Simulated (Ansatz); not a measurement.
`[SiH3]OCI`. The species carries charge 0 and has multiplicity 1. I takes the def2 core potential. All single points use the PBE0-D4/def2-TZVP geometry. It is one conformer, not always the lowest.

```xyz
9

Si   -0.877    0.937   -0.470
O    -0.185   -0.572   -0.576
C     0.634   -1.117    0.368
I     2.570   -0.107    0.540
H     0.073    1.988   -0.904
H    -2.049    0.887   -1.371
H    -1.292    1.181    0.937
H     0.231   -1.061    1.381
H     0.895   -2.136    0.095
```

(1) What is the dipole moment at B3LYP/def2-TZVPP? (An estimate is asked.)

(2) And with PBE, r2SCAN, ωB97M-V? (Estimate.)

(3) Give the Mulliken charges with B3LYP, r2SCAN, PBE in def2-TZVPP. (Best estimate.)

Answers

(1) Computed: 1.60 D, with components (-1.52, -0.31, 0.42) D in this frame, pointing from negative to positive charge.

(2) The calculation gave: PBE 1.61 D, r2SCAN 1.71 D, ωB97M-V 1.57 D.

(3) Computed: 
```tsv
atom	B3LYP	r2SCAN	PBE
Si1	0.42	0.44	0.35
O2	-0.34	-0.35	-0.27
C3	-0.11	0.00	-0.13
I4	-0.12	-0.15	-0.13
H5	-0.05	-0.05	-0.04
H6	-0.06	-0.06	-0.05
H7	-0.07	-0.07	-0.06
H8	0.15	0.12	0.15
H9	0.17	0.13	0.16
```

B3LYP here is the variant with VWN-RPA as its local correlation; programs differ in this.
